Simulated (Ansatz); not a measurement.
Saddle point of SiNH₂Cl₃, closed shell (SiNH₂Cl₃ ([NH2][Si]([Cl])([Cl])[Cl]) → SiNHCl₂ ([NH][Si]([Cl])[Cl]) + HCl; bonds formed: Cl2–H4; bonds broken: Si1–Cl2, N3–H4), PBE0-D4/def2-TZVP structure:

```
7
angstrom
Si -0.3389 0.3521 0.6114
Cl 1.3953 -1.6965 -0.5766
N -0.6732 0.4250 -0.9476
H 0.4387 -0.8822 -1.1023
Cl 0.8034 1.5624 1.7416
Cl -1.2883 -0.9612 1.7777
H -0.3372 1.2005 -1.5043
```

Energies are electronic, without zero-point energy. Barriers and step energies count from the start structure reached by relaxing down the imaginary mode; all methods use the PBE0-D4 structures, on which another method's saddle can fall below an end. Ansatz 0.2.0; basis: def2-TZVPP, with def2-QZVPP for the basis limit; cores frozen in the correlated methods. B3LYP uses VWN-RPA correlation. Extrapolation: Hartree–Fock as exp(−7.88 √X), correlation as X^−2.97.

```tsv
method	barrier (kcal/mol)	step energy (kcal/mol)
SPW92	70.25	69.30
PBE-D4	69.22	66.62
BLYP-D4	67.72	63.83
r2SCAN-D4	?	71.53
B97M-V	76.96	72.49
PBE0-D4	76.80	73.39
B3LYP-D4	74.25	69.73
r2SCAN0-D4	79.85	76.05
BHLYP-D4	82.40	77.11
CAM-B3LYP-D4	78.11	73.03
wB97X-V	80.29	75.93
wB97M-V	78.29	74.74
B2PLYP	75.64	70.16
PBE-QIDH	80.58	76.29
RPA on PBE	?	68.93
HF	?	81.55
MP2	77.09	72.62
CCSD	80.09	74.15
CCSD(T)	77.13	71.98
```

Fill in the withheld barriers. (An estimate is asked for; the value comes from the calculation.)

Computed: RPA on PBE 74.35; r2SCAN-D4 74.81; HF 90.42 kcal/mol. Each is the energy of the saddle less that of the start structure, by the same method.

For comparison, the barrier by CCSD(T) at an estimated basis limit (MP2 extrapolated from triple and quadruple zeta, plus CCSD(T) − MP2 in triple zeta) is 78.25 kcal/mol.

T1 diagnostic: at most 0.014.

Labels in which every atom is bracketed show which atoms are joined, not bond orders.

For scale, one of the runs: CCSD(T)/def2-TZVPP, 227 basis functions, launched by `ansatz run in.yaml --threads 4 --pin off --events-out ev --progress --plain --max-ram 9574MiB`. Hardware: 4 CPU threads of an Arm Neoverse V2, shared host. Wall time 100 s; peak host memory 3.4 GiB.
